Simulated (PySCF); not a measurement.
Exercise with solution: chemical shift, span and skew from a shielding tensor

Be(Cl)(SMe) (CH3BeClS), SMILES C[S][Be][Cl]. Atoms are numbered in the order given.

```xyz
7

Be     0.2660    -0.5073     0.0000
Cl    -0.1543    -2.2757     0.0000
S      0.7094     1.3331     0.0000
C     -0.9795     2.0949     0.0000
H     -1.5440     1.8177     0.9002
H     -0.8277     3.1825     0.0000
H     -1.5440     1.8177    -0.9002
```

Geometry: B3LYP-D3(BJ)/def2-SVP. The values are those of a single conformer.

GIAO shieldings from KT2/pcSseg-2 (PySCF), non-relativistic, no solvent. The symmetric part of the tensor of C4 has the principal values 161.2, 163.4, 190.0 ppm. The same nucleus in TMS has σ = 184.2 ppm at this level (PySCF, at its B3LYP-D3(BJ)/def2-TZVP geometry). Without spin–orbit terms, shifts of atoms bonded to Cl or Br come out too high.

**Question.** Work out the isotropic shielding, the ¹³C shift against TMS, the span and the skew.

**Answer.** 
σ(iso) = (σ11 + σ22 + σ33)/3 = 171.5 ppm. δ = σ(ref) − σ(iso) = 184.2 − (171.5) = 12.7 ppm.
Span Ω = σ33 − σ11 = 28.8 ppm. Skew κ = 3(σ(iso) − σ22)/Ω = 0.85. Tumbling in solution averages the tensor to δ; in a static solid the shielding alone would spread this spin-1/2 line over Ω.
